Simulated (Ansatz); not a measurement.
The pair A = F2H2Si (SMILES F[SiH2]F) (first 5 atoms), B = HF (SMILES F); geometry from B3LYP-D3(BJ)/def2-TZVP.
(charge 0, multiplicity 1):
```csv
atom,x (Å),y (Å),z (Å)
F,0.6569,0.0164,-1.4508
Si,0.0794,-0.3877,-0.0273
F,0.6496,0.6904,1.0242
H,-1.3818,-0.2644,-0.0483
H,0.6058,-1.7036,0.3495
F,-0.3567,-0.0250,3.4329
H,0.1207,0.4535,2.7934
```

Frozen-core correlation. MP2 and its Hartree–Fock in aug-cc-pV(Q+d)Z, aug-cc-pV(T+d)Z are density fitted.

Programs: Ansatz (a first-principles code) with Gaussian orbitals. Each number belongs to the level named beside it.

The counterpoise-corrected interaction energy is E(AB) − E(A in the pair's basis) − E(B in the pair's basis). Total energies (hartree):

```csv
level,AB,A in the pair's basis,B in the pair's basis
HF/aug-cc-pV(T+d)Z,-589.2748695,-489.2100415,-100.0603632
MP2/aug-cc-pV(T+d)Z,-590.2006182,-489.8540616,-100.3410679
HF/aug-cc-pV(Q+d)Z,-589.3018922,-489.2295456,-100.0677637
MP2/aug-cc-pV(Q+d)Z,-590.2979494,-489.9224347,-100.3696935
MP2/aug-cc-pV(D+d)Z,-589.9097151,-489.6481481,-100.2564467
CCSD(T)/aug-cc-pV(D+d)Z,-589.9475639,-489.6778698,-100.2643818
```

Question: Work out the counterpoise-corrected interaction energy at the basis-set limit: extrapolate the MP2 correlation part as X⁻³, take Hartree–Fock from the larger set, and add the CCSD(T) − MP2 difference of aug-cc-pV(D+d)Z.

Answer: 
1. Differences (1 hartree = 627.509 kcal/mol): HF/aug-cc-pV(T+d)Z -2.802; MP2/aug-cc-pV(T+d)Z -3.444; HF/aug-cc-pV(Q+d)Z -2.876; MP2/aug-cc-pV(Q+d)Z -3.653; MP2/aug-cc-pV(D+d)Z -3.213; CCSD(T)/aug-cc-pV(D+d)Z -3.334.
2. Correlation parts, MP2 less HF: -0.642 in aug-cc-pV(T+d)Z (X = 3), -0.777 in aug-cc-pV(Q+d)Z (X = 4).
3. Limit (4³·(-0.777) − 3³·(-0.642))/(4³ − 3³) = -0.875; with HF/aug-cc-pV(Q+d)Z it gives -3.751.
4. CCSD(T) less MP2 in aug-cc-pV(D+d)Z: -0.120.
Result: -3.87 kcal/mol, against -3.44 at MP2/aug-cc-pV(T+d)Z. It is an estimate of this method's limit, not of the exact value.
